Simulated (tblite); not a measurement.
Isomers of C5H13PSi2. Computed values, GFN2-xTB/tblite, gas phase, harmonic and unscaled. Errors from tens to a few hundred cm⁻¹ against measured bands are possible. Modes of hydrogen on phosphorus and silicon can be 10 to 20 % off. One conformer each.

Electronic energies: GFN2-xTB at the same geometries; isomer energies are rough at this level and their order can be wrong.

```json
{"SMILES": "CP1CCC([SiH3])=C1[SiH3]", "electronic energy, lowest = 0 (kJ/mol)": "0.0"}
{"SMILES": "CC#C[Si@H](P)[SiH](C)C", "electronic energy, lowest = 0 (kJ/mol)": "165.2"}
{"SMILES": "C=C(C)[Si@@H]1CC[SiH2]P1", "electronic energy, lowest = 0 (kJ/mol)": "33.7"}
```

How do GFN2-xTB zero-point energies change the relative energies?

```tsv
SMILES	ZPE (kJ/mol)	of it from modes above 1550 cm⁻¹	electronic (kJ/mol)	with ZPE, lowest = 0 (kJ/mol)	lowest mode (cm⁻¹)	rings
CP1CCC([SiH3])=C1[SiH3]	398.6	214.6	0.0	0.0	13	1
C=C(C)[Si@@H]1CC[SiH2]P1	417.6	225.4	33.7	52.8	28	1
CC#C[Si@H](P)[SiH](C)C	405.4	230.3	165.2	172.0	10	0
```

The zero-point energies span 19.0 kJ/mol, from `CP1CCC([SiH3])=C1[SiH3]` to `C=C(C)[Si@@H]1CC[SiH2]P1`. The order is unchanged.
